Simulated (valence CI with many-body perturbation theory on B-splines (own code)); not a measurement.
**In7+: magnetic and hyperfine properties of the levels**

Computed by relativistic CI+MBPT: six valence electrons over a frozen Dirac-Fock core [Kr], a basis of 7 s, 7 p, 8 d, 6 f, 4 g, 1 h functions for each j, with the one-electron correlation potential Σ1 (screened to all orders), the two-electron term Σ2, the three-electron term Σ3, Breit, model QED; selected single and double excitations, second order for the rest, scaled by the run's own slope (own B-spline code, finite nucleus).

No measured levels were compared; by estimate terms of the open shell hold to 2 to 4 % of their energy, and close levels can change places; different configurations can be misplaced against each other by 1,000 to 8,000 cm⁻¹. Among the levels kept, up to 740 cm⁻¹ of a level comes from second order outside the variational space, and about a tenth of that is noise between levels of different J, which matters for small intervals. Only levels of the ground parity were solved; by the run's estimate the other parity begins above the list, which can be wrong where configurations are misplaced.

A/g_I is the dipole constant over the nuclear g factor μ/I (μ in nuclear magnetons, uniformly magnetised nucleus), B/Q the quadrupole constant per barn. Both hold the static response of the core; the bare values leave it out. Large factors of s and p1/2 electrons are usually good to 5 to 10 %; those of open d and f shells near neutrality can be off by tens of per cent, and small factors of p3/2, d and f electrons come from cancelling terms and can be off by a factor of two or in sign, in half-filled shells by more. B is blank for J = 1/2, where it vanishes, and for nearly pure S terms. Energies count from the lowest level. Levels with J = 0 are left out.

Names give the largest LS component (configuration and term), which can be under half, so a name can repeat, a term be missing and a line seem to break the LS rules; names also repeat where a configuration has a term twice. Letters in brackets count levels of one name in rising energy.

```csv
Level,E (eV),g,A/g_I (MHz),A/g_I bare,B/Q (MHz/b),B/Q bare
4d6 5D_4,0.0000,1.486,269,764,2060,1930
4d6 5D_3,0.5069,1.491,49.6,532,461,435
4d6 5D_2,0.7021,1.491,62.1,544,-456,-420
4d6 5D_1,0.8950,1.493,15.9,497,-693,-643
4d6 3H_4 [a],2.842,1.015,1130,1120,882,820
4d6 3H_6,3.067,1.153,1100,1260,-1200,-1120
4d6 3H_5,3.104,1.089,1110,1190,348,327
4d6 3P_2,3.128,1.455,73.4,516,-434,-398
4d6 3F_3,3.597,0.991,1400,1390,742,693
4d6 3F_2,3.747,0.714,2070,1780,-314,-293
4d6 3H_4 [b],3.771,1.017,1250,1250,-310,-285
4d6 3G_5,4.173,1.143,1110,1260,-826,-761
4d6 3P_1 [a],4.368,1.203,661,850,156,146
4d6 3G_4,4.431,1.068,1360,1430,-220,-202
4d6 3G_3,4.592,0.864,1760,1620,-74.6,-67.3
4d6 3D_2,4.803,1.172,982,1150,597,561
4d6 3D_3,4.938,1.312,595,903,-490,-464
4d6 1I_6,4.982,1.012,1410,1420,-2000,-1860
4d6 3D_1,5.051,0.812,1680,1480,172,165
4d6 1G_4,5.676,1.014,1460,1470,908,852
4d6 1D_2,6.233,1.021,1340,1360,-867,-813
4d6 1F_3,6.460,1.016,1420,1440,-2300,-2140
4d6 3P_1 [b],7.503,1.491,-176,284,-5.06,-8.08
```

Question: Take the isotope of mass number 113, with I = 9/2, μ = 5.5208 μN and Q = 0.761 b. What is the hyperfine structure of 4d6 3H_6?

Answer: From the table A = 1350 MHz, B = -913 MHz. Shifts from the centre of gravity in MHz: F = 3/2: -42900, F = 5/2: -39400, F = 7/2: -34600, F = 9/2: -28400, F = 11/2: -20900, F = 13/2: -12000, F = 15/2: -1830, F = 17/2: 9620, F = 19/2: 22300, F = 21/2: 36200.
